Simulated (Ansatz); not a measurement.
`CC[SiH2][GaH2]` + `N#CO` → `N#C[O][GaH2]` + `CC[SiH3]`  (cleavage of the Ga–Si bond)

Isolated molecules relaxed with PBE0-D4/def2-TZVP in Ansatz; ΔE leaves out vibrations. CCSD(T)/CBS adds triple-zeta CCSD(T) − MP2 to the extrapolated MP2 energy (def2 sets, frozen cores). This one scheme is used for every species. Functionals use def2-TZVPP. For Ga outer-core shells are correlated without core-valence functions, which leaves a few kJ/mol of doubt a bond. Scalar relativity is left out up to krypton. Each species was taken in one conformer, which may not be the lowest.

`CC[SiH2][GaH2]`:

Cartesian coordinates in Å:
```
C 0.669 1.167 -1.129
C -0.715 0.595 -0.843
Si -0.865 -0.144 0.885
Ga 0.697 -1.936 1.307
H 0.728 1.599 -2.131
H 0.929 1.956 -0.417
H 1.442 0.396 -1.060
H -0.963 -0.184 -1.573
H -1.481 1.370 -0.953
H -0.640 0.933 1.898
H -2.254 -0.650 1.109
H 0.778 -2.633 2.717
H 1.674 -2.471 0.190
```

`N#CO`:

Cartesian coordinates in Å:
```
N -1.341 -0.873 0.226
C -0.464 -0.157 0.013
O 0.472 0.691 -0.252
H 1.332 0.340 0.014
```

`N#C[O][GaH2]`:

Cartesian coordinates in Å:
```
N 0.671 -1.349 -2.127
C 0.023 -0.923 -1.268
O -0.710 -0.469 -0.335
Ga -0.104 0.682 0.975
H 1.394 1.044 0.827
H -1.274 1.014 1.928
```

`CC[SiH3]`:

Z-matrix (Å, degrees):
```
C
C 1 1.526
H 1 1.093 2 111.4
H 1 1.093 2 111.6 3 120.1
H 1 1.093 2 111.4 3 -119.8
Si 2 1.876 1 113.4 3 59.9
H 2 1.095 1 110.5 3 -178.6
H 2 1.095 1 110.5 3 -61.7
H 6 1.489 2 110.4 1 -59.6
H 6 1.489 2 110.4 1 59.7
H 6 1.489 2 111.1 1 -180.0
```

```tsv
level	ΔE (kcal/mol)
PBE0-D4	-19.1
MP2/def2-QZVPP	-24.0
```

Task: What does CCSD(T)/CBS give? (An estimate is asked.)

Result: Computed: -21.8 kcal/mol. The listed levels differ from it by 2.7, -2.2 kcal/mol.

Largest T1 diagnostic among the species: 0.015.

The D4 term adds +1.1 kcal/mol with B3LYP and +0.7 kcal/mol with PBE0; it sums over pairs of atoms, weighted by their polarisabilities, and B3LYP, whose exchange is more repulsive, gets the larger term. In def2-TZVPP, CCSD(T) changes the Hartree–Fock value by +5.2 kcal/mol (the triples alone add +0.3 kcal/mol) and MP2 by +3.5 kcal/mol. At CCSD(T), def2-SVP lies −2.0 kcal/mol from the extrapolated value and def2-TZVPP −0.8 kcal/mol.

CCSD(T)/CBS has its own doubt, a few kJ/mol and more with outer-core shells, so smaller differences from it don't rank the levels.

B3LYP here is the variant with VWN-RPA as its local correlation; programs differ in this.
